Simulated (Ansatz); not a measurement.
Program: Ansatz. Geometries: PBE0-D4/def2-TZVP. ΔE: electronic, gas phase. CCSD(T)/CBS adds triple-zeta CCSD(T) − MP2 to the extrapolated MP2 energy (def2 sets, frozen cores). This one scheme is used for every species. DFT in def2-TZVPP. For Ga outer-core shells are correlated without core-valence functions, which leaves a few kJ/mol of doubt a bond. Scalar relativity is left out up to krypton. One conformer a species, not always the lowest.

`C[NH][Ga]([Cl])[Cl]` + H₂S → `[SH][Ga]([Cl])[Cl]` + CH₃NH₂  (ligand exchange at a Ga–N bond)

```csv
level,ΔE (eV)
B97M-V,-0.53
r2SCAN0,-0.52
```

Q: What does CCSD(T)/CBS give? (Estimate.)

A: Ansatz gave: -0.41 eV. The listed levels differ from it by -0.12, -0.11 eV.

Largest T1 diagnostic among the species: 0.012.

At CCSD(T), def2-SVP lies +0.05 eV from the extrapolated value and def2-TZVPP +0.01 eV. In def2-TZVPP, CCSD(T) changes the Hartree–Fock value by +0.10 eV (the triples alone add −0.00 eV) and MP2 by +0.09 eV.
